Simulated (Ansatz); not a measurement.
Geometry optimisation of CH₃BS₂, SMILES `S=CBS`.

```yaml
crystal:
  periodic: [false, false, false]
  atoms:
    - {symbol: S, position_ang: [-1.620540, 1.987070, 0.386990]}
    - {symbol: C, position_ang: [-0.639700, 0.926410, -0.377390]}
    - {symbol: B, position_ang: [0.111890, -0.215030, 0.337630]}
    - {symbol: S, position_ang: [1.089920, -1.292180, -0.668160]}
    - {symbol: H, position_ang: [-0.536180, 1.065800, -1.452860]}
    - {symbol: H, position_ang: [0.045190, -0.370910, 1.491370]}
    - {symbol: H, position_ang: [1.549420, -2.101160, 0.282420]}
basis:
  gaussian: {orbitals: def2-TZVP}
hamiltonian: {xc: pbe0, dispersion: d4}
relax: {f_tol: 0.005, max_steps: 150}
```

```sh
$ ansatz run in.yaml --threads 2 --pin off --events-out ev --progress --plain --max-ram 32768MiB --backend cpu
```

Output, abridged:

```
Functional definition: PBE0
mean field -23424.06114479 eV, -860.8183696722 hartree, gradient 1.3e-5 eV, S^2 0.000000; 0 other end points of the search recorded, 0 dependent functions left out
relax step   1: F+E_penalty+E_count = -23424.19743593 eV  Δ(F+E_penalty+E_count) = +0.000e0 eV  max|allowed force component| = 7.886e-1 eV/Å  Δτ_max = 0.0000 Å  (31 SCF iters, accepted)
mean field -23424.07872047 eV, -860.8190155665 hartree, gradient 1.6e-5 eV, S^2 0.000000; 0 other end points of the search recorded, 0 dependent functions left out
relax step   2: F+E_penalty+E_count = -23424.21516204 eV  Δ(F+E_penalty+E_count) = -1.773e-2 eV  max|allowed force component| = 4.161e-1 eV/Å  Δτ_max = 0.0181 Å  (37 SCF iters, accepted)
mean field -23424.07119941 eV, -860.8187391727 hartree, gradient 2.0e-5 eV, S^2 0.000000; 0 other end points of the search recorded, 0 dependent functions left out
relax step   3: F+E_penalty+E_count = -23424.20768276 eV  Δ(F+E_penalty+E_count) = +7.479e-3 eV  max|allowed force component| = 3.578e-1 eV/Å  Δτ_max = 0.0471 Å  (35 SCF iters, rejected (line search))
mean field -23424.08357907 eV, -860.8191941167 hartree, gradient 2.1e-5 eV, S^2 0.000000; 0 other end points of the search recorded, 0 dependent functions left out
relax step   4: F+E_penalty+E_count = -23424.22003410 eV  Δ(F+E_penalty+E_count) = -4.872e-3 eV  max|allowed force component| = 7.264e-2 eV/Å  Δτ_max = 0.0133 Å  (35 SCF iters, accepted)
mean field -23424.08374375 eV, -860.8192001687 hartree, gradient 1.6e-5 eV, S^2 0.000000; 0 other end points of the search recorded, 0 dependent functions left out
relax step   5: F+E_penalty+E_count = -23424.22020699 eV  Δ(F+E_penalty+E_count) = -1.729e-4 eV  max|allowed force component| = 8.181e-3 eV/Å  Δτ_max = 0.0038 Å  (35 SCF iters, accepted)
mean field -23424.08375180 eV, -860.8192004643 hartree, gradient 1.6e-5 eV, S^2 0.000000; 0 other end points of the search recorded, 0 dependent functions left out
relax step   6: F+E_penalty+E_count = -23424.22021370 eV  Δ(F+E_penalty+E_count) = -6.710e-6 eV  max|allowed force component| = 8.980e-4 eV/Å  Δτ_max = 0.0036 Å  (35 SCF iters, accepted)
mean field -23424.08375180 eV, -860.8192004643 hartree, gradient 3.9e-5 eV, S^2 0.000000; 1 other end points of the search recorded, 0 dependent functions left out
Total energy: -23424.22024071 eV, -860.8242163394 hartree
Atom 0 at    -1.617929     1.965950     0.397009 Å, force     0.000369    -0.000898    -0.000640 eV/Å
Atom 1 at    -0.644869     0.941209    -0.387432 Å, force    -0.000123     0.000348     0.000130 eV/Å
Atom 2 at     0.113744    -0.210353     0.338129 Å, force     0.000698    -0.000826     0.000849 eV/Å
Atom 3 at     1.088738    -1.291896    -0.679103 Å, force    -0.000348    -0.000068    -0.000169 eV/Å
Atom 4 at    -0.529595     1.066800    -1.468351 Å, force    -0.000230     0.000606     0.000256 eV/Å
Atom 5 at     0.043269    -0.364070     1.515075 Å, force    -0.000314     0.000763    -0.000295 eV/Å
Atom 6 at     1.546643    -2.107639     0.284672 Å, force    -0.000051     0.000074    -0.000132 eV/Å
Dipole moment:     0.265933    -0.321890    -0.055390 e Å
```

It took 18 s on 2 threads of an AMD EPYC 7R13 on a shared host, with 0.36 GiB of host memory at the peak.
